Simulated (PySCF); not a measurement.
## `C[C@H]1[Se]C[C@H]1C=O`, C5H8OSe

Geometry (Å), atoms numbered from 1 in this order:
```xyz
15

C     1.6360   -0.0782    0.6023
C     0.7552   -0.5029   -0.5526
Se   -0.0879   -2.3001   -0.2427
C    -1.4763   -0.9150    0.0317
C    -0.6310    0.1764   -0.6201
C    -0.6985    1.5205    0.0466
O    -1.3940    1.7958    0.9820
H     2.4709   -0.7692    0.7054
H     1.0752   -0.0726    1.5348
H     2.0362    0.9203    0.4319
H     1.3064   -0.4804   -1.4947
H    -2.4195   -1.1415   -0.4596
H    -1.6392   -0.7366    1.0941
H    -0.9135    0.3198   -1.6683
H    -0.0246    2.2718   -0.4126
```

Theory: TDDFT B3LYP/def2-SVPD circular dichroism and optical rotation, one conformer, gas phase (PySCF). Geometry: GFN2-xTB.

The molecule is flexible and this is one conformer; a measurement averages over conformers. The calculation is non-relativistic, which matters for the atoms heavier than Zn. States above about 6.1 eV (minus the energy of the highest occupied orbital) lie near or above the ionisation threshold and depend on the basis.

(1) Draw the ECD and absorption spectra from the lowest 12 states, each a Gaussian of half-width 0.35 eV at 1/e height.

Answers

(1) 
| E (eV) | λ (nm) | Δε (L mol⁻¹ cm⁻¹) | ε (L mol⁻¹ cm⁻¹) |
| --- | --- | --- | --- |
| 3.04 | 407 | +0.08 | 1.99 |
| 3.14 | 394 | +0.17 | 4.15 |
| 3.24 | 382 | +0.30 | 7.41 |
| 3.34 | 371 | +0.44 | 11.4 |
| 3.44 | 360 | +0.51 | 15.2 |
| 3.54 | 350 | +0.42 | 18.5 |
| 3.64 | 340 | +0.09 | 22 |
| 3.74 | 331 | -0.51 | 27.4 |
| 3.84 | 322 | -1.25 | 36.3 |
| 3.94 | 314 | -1.86 | 48.1 |
| 4.04 | 307 | -2.06 | 59 |
| 4.14 | 299 | -1.70 | 64.3 |
| 4.24 | 292 | -0.91 | 61.2 |
| 4.34 | 285 | -0.08 | 51.2 |
| 4.44 | 279 | +0.47 | 40.1 |
| 4.54 | 273 | +0.61 | 38.7 |
| 4.64 | 267 | +0.42 | 65 |
| 4.74 | 261 | +0.04 | 150 |
| 4.84 | 256 | -0.53 | 340 |
| 4.94 | 251 | -1.33 | 681 |
| 5.04 | 246 | -2.38 | 1190 |
| 5.14 | 241 | -3.51 | 1810 |
| 5.24 | 236 | -4.32 | 2410 |
| 5.34 | 232 | -4.33 | 2840 |
| 5.44 | 228 | -3.17 | 2970 |
| 5.54 | 224 | -0.76 | 2820 |
| 5.64 | 220 | +2.84 | 2550 |
| 5.74 | 216 | +7.49 | 2360 |
| 5.84 | 212 | +12.89 | 2370 |
| 5.94 | 209 | +18.40 | 2570 |
| 6.04 | 205 | +23.06 | 2780 |
| 6.14 | 202 | +25.98 | 2850 |
| 6.24 | 199 | +26.79 | 2700 |
| 6.34 | 195 | +25.77 | 2390 |
| 6.44 | 192 | +23.52 | 2030 |

Δε uses R in velocity form, ε uses f in length form. Only the states computed contribute, so the short-wavelength end is incomplete.
